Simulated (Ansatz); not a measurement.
Reactions of `S[Si]1(Cl)C=N1`.

Calculated with Ansatz (gas phase, PBE0-D4/def2-TZVP geometries, no zero-point term in ΔE). CCSD(T)/CBS adds triple-zeta CCSD(T) − MP2 to the extrapolated MP2 energy (def2 sets, frozen cores). This one scheme is used for every species, atoms too. Functionals use def2-TZVPP. No spin–orbit coupling; open shells (•) take unrestricted orbitals. Spin–orbit coupling would lower the free atoms: a little for C, Cl, S, Si. One conformer a species, not always the lowest.

| reaction | PBE-D4 (eV) |
| --- | --- |
| `S[Si]1(Cl)C=N1` → `N=C1S[SiH]1Cl` | -0.19 |
| `S[Si]1(Cl)C=N1` + `C=[C](O)[AlH2]` → `O[Si]1(Cl)C=N1` + `C=[C]([AlH2])S` | -0.57 |
| `S[Si]1(Cl)C=N1` + H₂O → `O[Si]1(Cl)C=N1` + H₂S | -0.24 |
| `S[Si]1(Cl)C=N1` → C• + Cl• + 2 H• + N• + S• + Si• | 27.01 |

**Question.** Give the CCSD(T)/CBS values in the same order. (An estimate is asked.)

**Answer.** Ansatz gave: 0.06, -0.78, -0.36, 25.93 eV.

Largest T1 diagnostic: 0.015, for `N=C1S[SiH]1Cl`.
